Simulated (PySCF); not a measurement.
H3OSi, SMILES [SiH2]=[OH+], charge +1.

Geometry optimised at PBE-D3(BJ)/def2-TZVP. The isomer is the one that the SMILES or the coordinates give; other isomers of the formula were not compared.

The numbers are results of PySCF with PBE-D3(BJ)/def2-TZVP, not measurements.

Frequencies are harmonic and unscaled.

```json
[
 {"mode": "1", "ν (cm⁻¹)": "571", "IR (km/mol)": "158.0", "moving atoms (share of kinetic energy)": "H 87 %, O 11 %"},
 {"mode": "2", "ν (cm⁻¹)": "598", "IR (km/mol)": "67.5", "moving atoms (share of kinetic energy)": "H 94 %"},
 {"mode": "3", "ν (cm⁻¹)": "689", "IR (km/mol)": "7.5", "moving atoms (share of kinetic energy)": "H 89 %, Si 11 %"},
 {"mode": "4", "ν (cm⁻¹)": "737", "IR (km/mol)": "174.1", "moving atoms (share of kinetic energy)": "H 70 %, O 22 %, Si 8 %"},
 {"mode": "5", "ν (cm⁻¹)": "898", "IR (km/mol)": "21.4", "moving atoms (share of kinetic energy)": "H 95 %"},
 {"mode": "6", "ν (cm⁻¹)": "1047", "IR (km/mol)": "69.2", "moving atoms (share of kinetic energy)": "O 50 %, Si 37 %, H 13 %"},
 {"mode": "7", "ν (cm⁻¹)": "2218", "IR (km/mol)": "0.8", "moving atoms (share of kinetic energy)": "H 98 %"},
 {"mode": "8", "ν (cm⁻¹)": "2299", "IR (km/mol)": "0.3", "moving atoms (share of kinetic energy)": "H 95 %"},
 {"mode": "9", "ν (cm⁻¹)": "3672", "IR (km/mol)": "328.6", "moving atoms (share of kinetic energy)": "H 94 %"}
]
```
